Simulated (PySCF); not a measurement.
Potential energy of AlCu⁻ along the bond

Set-up: basis Al def2-TZVPPD, Cu def2-TZVPPD; no relativity; PySCF 2.14. Energies in eV from Al + Cu⁻ (3d10 4s2) in their ground configurations at the same level. State: ²Π (doublet), unpaired electrons π ↑.

```
R (Å)     LDA
2.089  -2.059
2.186  -2.206
2.283  -2.261
2.356  -2.259
2.429  -2.232
2.502  -2.186
2.599  -2.104
2.720  -1.983
2.866  -1.827
3.061  -1.622
```

Q: Put a parabola through the three lowest points of the LDA curve and estimate Re, k and ωe (reduced mass 18.88 u; 1 eV/Å² = 0.16022 mdyn/Å; ωe = 1302.8·√(k/μ) cm⁻¹).

A: Through R = 2.186, 2.283, 2.356 Å the second-order coefficient is 3.50 eV/Å², so Re ≈ 2.316 Å, k ≈ 1.12 mdyn/Å and ωe ≈ 317 cm⁻¹. A polynomial fit of higher order to the unrounded LDA energies gives Re = 2.316 Å, k = 0.925 mdyn/Å, ωe = 288 cm⁻¹; anharmonicity and rounding make the difference.

The higher-order fit for each curve: LDA: Re = 2.316 Å, ωe = 288 cm⁻¹, De = 2.26 eV.

For an ion De counts to the pair picked by the measured ionisation energies or electron affinities, which need not be the lowest pair at this level. The highest Kohn–Sham level is positive in this anion. Much of that is self-interaction error, but it also means that the finite basis helps to hold the extra electron. With d or f electrons several states lie close, and the lowest PBE0 determinant need not be the measured ground state.
